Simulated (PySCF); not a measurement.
Potential energy of CsP⁺ along the bond

Set-up: PySCF, scalar-relativistic core potentials, basis sets Cs def2-SVP with ECP46, P def2-SVP. Energies in eV from Cs⁺ + P in their ground configurations at the same level. State: ⁴Σ⁻ (quartet), unpaired electrons σ ↑, π ↑↑.

All columns are PBE0. A positive dipole points towards P; it is taken about the centre of mass and depends on that origin.

| R (Å) | E (eV) | μ (D) | Mulliken charge on Cs (basis-dependent) | HOMO (eV) | LUMO (eV) | Mayer bond order | ⟨S²⟩ |
| --- | --- | --- | --- | --- | --- | --- | --- |
| 3.406 | -0.052 | -1.84 | 0.91 | -11.66 | -7.08 | 0.19 | 3.75 |
| 3.565 | -0.103 | -2.02 | 0.92 | -11.50 | -6.95 | 0.17 | 3.75 |
| 3.723 | -0.127 | -2.21 | 0.93 | -11.34 | -6.82 | 0.15 | 3.75 |
| 3.842 | -0.134 | -2.36 | 0.93 | -11.23 | -6.71 | 0.14 | 3.75 |
| 3.961 | -0.135 | -2.51 | 0.93 | -11.12 | -6.60 | 0.13 | 3.75 |
| 4.080 | -0.133 | -2.66 | 0.94 | -11.02 | -6.49 | 0.12 | 3.75 |
| 4.238 | -0.125 | -2.87 | 0.94 | -10.88 | -6.35 | 0.11 | 3.75 |
| 4.436 | -0.113 | -3.13 | 0.95 | -10.73 | -6.17 | 0.10 | 3.75 |
| 4.674 | -0.098 | -3.44 | 0.95 | -10.55 | -5.97 | 0.09 | 3.75 |
| 4.991 | -0.079 | -3.84 | 0.96 | -10.34 | -5.72 | 0.08 | 3.75 |

A fit through these points gives, at Re = 3.930 Å, μ = -2.47 D and dμ/dR = -1.28 D/Å; the reduced mass is 25.12 u.

Question: How strong is the fundamental in the double-harmonic approximation, I = 42.26·(dμ/dR)²/μred km/mol?

Answer: I = 42.26·(-1.28)²/25.12 = 2.76 km/mol at PBE0.

The bond is weak. Basis-set superposition, not corrected here, can be much of De in a small basis, most of all at correlated wavefunction levels. Spin–orbit coupling is left out, which matters for elements this heavy, above all for dissociation energies. For an ion De counts to the pair picked by the measured ionisation energies or electron affinities, which need not be the lowest pair at this level. The state is the lowest determinant that a PBE0 search found; another state may lie lower at other levels.
